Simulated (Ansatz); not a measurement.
Reaction (redistribution): `[CH3][In]([CH3])[SiH3]` + `[CH3][GeH]([NH2])[SH]` → `[CH3][In]([CH3])[SH]` + `[CH3][GeH]([NH2])[SiH3]`

Program: Ansatz. Geometries: PBE0-D4/def2-TZVP. ΔE: electronic, gas phase. CCSD(T)/CBS adds triple-zeta CCSD(T) − MP2 to the extrapolated MP2 energy (def2 sets, frozen cores). Elements past krypton have def2 core potentials. For Ge, In outer-core shells are correlated without core-valence functions, which leaves a few kJ/mol of doubt a bond. Scalar relativity is left out up to krypton. Each species was taken in one conformer, which may not be the lowest.

```csv
level,ΔE (kJ/mol)
HF/def2-TZVPP,-33.2
CCSD(T)/def2-TZVPP,-34.5
```

(1) What does CCSD(T)/CBS give? (An estimate is asked.)

Largest T1 diagnostic among the species: 0.012.

## Answers

(1) The calculation gave: -36.6 kJ/mol. The listed levels differ from it by 3.4, 2.1 kJ/mol.

CCSD(T)/CBS has its own doubt, a few kJ/mol and more with outer-core shells, so smaller differences from it don't rank the levels.
